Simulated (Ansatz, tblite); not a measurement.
Removing an electron: benzoate, `O=C([O-])c1ccccc1`. Total charge -1; singlet. Geometry: PBE-D4/def2-SVPD. Ansatz, gas phase; energy differences of separate SCF runs; the oxidised species was run as a doublet alone.

The xTB rows come from tblite. HOMO above LUMO, or a gap near zero within one spin, warns that the state may not be the lowest or that an electron is smeared out.

```csv
level,−HOMO (eV),vertical IE (eV),−LUMO (eV),HOMO–LUMO gap (eV),remarks
GFN1-xTB,6.09,9.51,3.46,2.63,–
GFN2-xTB,4.82,8.24,2.63,2.20,–
PBE-D4/def2-TZVPD,0.29,3.72,-2.19,2.47,gap within one spin near zero (doublet)
revPBE-D4/def2-TZVPD,0.19,3.71,-2.28,2.48,gap within one spin near zero (doublet)
PBE0-D4/def2-TZVPD,1.90,3.96,-3.02,4.93,–
```

Relaxing the oxidised species (PBE-D4/def2-SVPD) changes its energy by -0.47 eV at PBE-D4/def2-TZVPD, so the adiabatic ionisation energy to this nearest minimum is 3.25 eV. At PBE0-D4/def2-TZVPD it is 3.42 eV.    Raw xTB energy differences between charge states are shifted by several eV; the methods need an empirical correction for them.
